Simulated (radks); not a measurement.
Results of a calculation; reference values are marked as such.
Initial-state core-level shifts of the selenium ion Se2+ when its valence configuration changes from [Ar] 3d10 4s2 4p2. Code: a radial shooting solver on a logarithmic mesh with Libxc functionals. Model: scalar-relativistic Kohn-Sham, BLYP, spin-unpolarised, spherical densities, point nucleus. Shifts are changes of the shell-averaged eigenvalues in eV (positive: less bound).

valence	1s	2p	3s	3p
3d10 4s1 4p3	-1.618	-1.573	-1.605	-1.596
3d9.5 4s2 4p2.5	-7.421	-8.104	-6.486	-6.368
3d9 4s2 4p3	-15.052	-16.460	-13.050	-12.816
3d10 4p4	-3.180	-3.094	-3.160	-3.143
3d9 4s1 4p4	-16.552	-17.929	-14.542	-14.300
3d8.5 4s1 4p4.5	-24.335	-26.485	-21.125	-20.770
